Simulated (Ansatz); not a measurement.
CrNF3 was relaxed with PBE0-D4 (def2-SVP, def2-SVPD) in Ansatz in these states: charge -1 doublet, neutral singlet. The geometries follow in no particular order.

A:

| atom | x (Å) | y (Å) | z (Å) |
| --- | --- | --- | --- |
| Cr1 | -0.0006 | 0.0125 | 0.0074 |
| N2 | 0.0579 | -1.2552 | -0.7495 |
| F3 | -0.9258 | -0.3064 | 1.3842 |
| F4 | -0.7302 | 1.1378 | -1.0194 |
| F5 | 1.5986 | 0.4113 | 0.3773 |

B:

Cartesian coordinates in Å:
```
Cr -0.0978 0.0703 0.0516
N -1.2739 0.6366 -0.6986
F 0.8992 -0.7905 -1.1829
F -0.5654 -1.2694 1.1819
F 1.0379 1.3531 0.6480
```

Q: Judge from the bond lengths which geometry belongs to which state (an estimate).

A: A is the neutral singlet (Cr1–F4 1.689 Å, Cr1–F5 1.689 Å, Cr1–F3 1.689 Å); B is the charge -1 doublet (Cr1–F4 1.814 Å, Cr1–F5 1.814 Å, Cr1–F3 1.805 Å).

The restricted singlet is unstable towards broken spin symmetry in Hartree–Fock (as tested in another run); at PBE0-D4/def2-SVP this wasn't settled. At PBE0-D4/def2-SVPD the relaxed charge -1 doublet is spin-contaminated (final ⟨S²⟩ up to 0.84, 0.75 for a pure state).
